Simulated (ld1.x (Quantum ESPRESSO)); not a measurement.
# PBE RRKJ dataset for N, non-relativistic all-electron reference.

N (Z = 7), norm-conserving RRKJ (Kleinman–Bylander form), made with ld1.x (Quantum ESPRESSO) 7.5 (PBE, non-relativistic). Core [He], reference 2s2 2p2 (charge +1). Waves: 2s (bound): rc 0.90 bohr; 2p (bound): rc 2.25 bohr. Local part: all-electron potential smoothed inside 1.35 bohr (lloc = -2). Core correction: a·sin(br)/r model core inside 0.55 bohr.

All-electron outer shells of the reference configuration (PBE, non-relativistic, ld1.x):

| shell | level (eV) | outermost node (bohr) | outermost maximum (bohr) |
| --- | --- | --- | --- |
| 2s | -32.43 | 0.32 | 0.99 |
| 2p | -20.69 | – | 0.92 |

Calculated quality:

```json
{
 "Cutoffs needed": "80 Ry and 110 Ry (the cutoffs (Ry, on a coarse ladder) from which the occupation-weighted sum of valence levels, in a spherical-Bessel basis at the reference potential, stays within 10 and 1 mRy of its value at 400 Ry)",
 "Ghost test": "ghost state, extra bound levels that the all-electron valence spectrum of the same l lacks: s at -662.7 eV; a true bound ghost makes a file unfit for plane-wave use (spherical-Bessel basis up to 400 Ry, 20 bohr box)",
 "Largest excitation error": "+3698 meV (all-electron minus pseudo) for 2s1 2p0, out of 7 test configurations"
}
```

Generation and tests took about 1.3 s on one core of a shared server CPU.
